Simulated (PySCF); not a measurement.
A calculated (PBE, PySCF 2.14, aug-cc-pVDZ-DK, the spin-free X2C one-electron Hamiltonian (Gaussian nucleus)) atom or ion has these occupied shells.

```json
{"shell": "1s α", "electrons": "1", "orbital energy (eV)": "-402.01", "rms radius, mean of both spins (bohr)": "0.266"}
{"shell": "1s β", "electrons": "1", "orbital energy (eV)": "-400.84", "rms radius, mean of both spins (bohr)": "0.266"}
{"shell": "2s α", "electrons": "1", "orbital energy (eV)": "-33.677", "rms radius, mean of both spins (bohr)": "1.38"}
{"shell": "2s β", "electrons": "1", "orbital energy (eV)": "-30.189", "rms radius, mean of both spins (bohr)": "1.38"}
{"shell": "2p α", "electrons": "2", "orbital energy (eV)": "-22.051", "rms radius, mean of both spins (bohr)": "1.41"}
```

Q: Name the element and its charge.

A: N⁺ (nitrogen, charge +1), in [He] 2s2 2p2, high-spin 3P determinant.
